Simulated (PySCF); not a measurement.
## [Mn(OH)6]3-: what the settings change

[Mn(OH)6]3- holds Mn(III), d4, at total charge -3. The structure is a PBE0-D3(BJ)/def2-SVP, IEF-PCM water geometry optimised for multiplicity 5; coordination octahedral, point group Ci, metal–donor distances 1.95–2.32 Å.

```
13

Mn    0.0000    0.0000    0.0000
O     0.1488    0.2711    2.2988
H     1.0702    0.1786    2.0186
O    -0.1488   -0.2711   -2.2988
H    -1.0702   -0.1786   -2.0186
O     1.9591    0.0698    0.1260
H     1.9238    1.0365    0.1811
O    -1.9591   -0.0698   -0.1260
H    -1.9238   -1.0365   -0.1811
O     0.0692    1.9318    0.2275
H     0.0725    1.7099    1.1891
O    -0.0692   -1.9318   -0.2275
H    -0.0725   -1.7099   -1.1891
```

Method (PySCF 2.14, density fitting): CASSCF(4,5) with orbitals averaged over all microstates of the shell, strongly contracted NEVPT2 on the averaged canonical orbitals; basis x2c-TZVPall on the metal, x2c-SVPall elsewhere; spin-free X2C; IEF-PCM water; spin-orbit coupling by state interaction with the mean-field operator over all roots.

Base run: NEVPT2 ground state 5Ag (from 5Eg), next 3Ag (from 3T1g) at 13349, then 3Ag (from 3T1g) at 14731 cm⁻¹, 10Dq(CASSCF) 12463, B(CASSCF) 1085, ζ 336 cm⁻¹, D -3.23 cm⁻¹, g 1.977 1.996 1.997, μeff(300 K) 4.88 μB.

Task: What happens with the basis x2c-TZVPall on all atoms?

Result: NEVPT2 ground state 5Ag (from 5Eg), next 3Ag (from 3T1g) at 13793, then 3Ag (from 3T1g) at 15113 cm⁻¹, 10Dq(CASSCF) 12249, B(CASSCF) 1084, ζ 336 cm⁻¹, D -3.19 cm⁻¹, g 1.976 1.996 1.997, μeff(300 K) 4.88 μB. It took 34 s against 15 s on a shared host of the same kind.

Task: What happens with orbitals averaged over the highest spin alone?

Result: NEVPT2 ground state 5Ag (from 5Eg), next 3Ag (from 3T1g) at 14318, then 5Ag (from 5Eg) at 14803 cm⁻¹, 10Dq(CASSCF) 12393, B(CASSCF) 1126, ζ 348 cm⁻¹, D -3.38 cm⁻¹, g 1.974 1.995 1.996, μeff(300 K) 4.88 μB.

NEVPT2 lifts 5Ag (from 5T2g) from 17870 to 22595 cm⁻¹; on the d shell alone it tends to overshoot states that fill the eg-type orbitals. NEVPT2 on the d shell alone tends to put d–d bands too high for such charged or covalently bound ions.
